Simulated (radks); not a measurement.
These are the eigenvalues of the occupied orbitals of an atom or ion with whole-number occupations (hartree). Calculated with a radial shooting solver on a logarithmic mesh with Libxc functionals: scalar-relativistic Kohn-Sham, r2SCAN, spin-unpolarised, spherical densities, finite nucleus; meta-GGA in the generalised Kohn-Sham scheme; Fermi nuclear charge, rms radius of each element as measured or else 0.836 A^(1/3) + 0.57 fm.

1s: -1483.834
2s: -239.6812
2p: -214.7081
3s: -53.21283
3p: -45.22539
3d: -33.88730
4s: -12.17691
4p: -9.54313
4d: -5.73579
5s: -2.93560
5p: -2.22758

Which element is it, and in what charge state? The configuration may be excited.

Answer. Z = 58, cerium, charge +4: Ce4+ in [Xe]. The list shows which subshells hold electrons but not how many an open one holds; the 1s level, -1483.8 hartree, gives Z - s = 54.5 by -(Z - s)^2/2, which with screening and relativity narrows Z to a few neighbours, and the depths of the outer levels then fix element, charge and occupations together.
